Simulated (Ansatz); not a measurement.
CH4ClFSSn, SMILES `C[S][SnH]([F])[Cl]`, charge 0, multiplicity 1.

**Question.** Give a relaxed structure at PBE0-D4/def2-TZVP (Ansatz). (Best estimate.)

**Answer.** Computed: 
Z-matrix (Å, degrees):
```
C
S 1 1.821
H 1 1.089 2 111.1
H 1 1.090 2 105.6 3 118.2
H 1 1.089 2 111.1 3 -123.4
Sn 2 2.357 1 99.1 3 59.1
Cl 6 2.316 2 109.5 1 -49.6
F 6 1.916 2 107.4 1 60.1
H 6 1.694 2 117.5 1 -178.1
```
This is one stationary point; other conformers may exist.
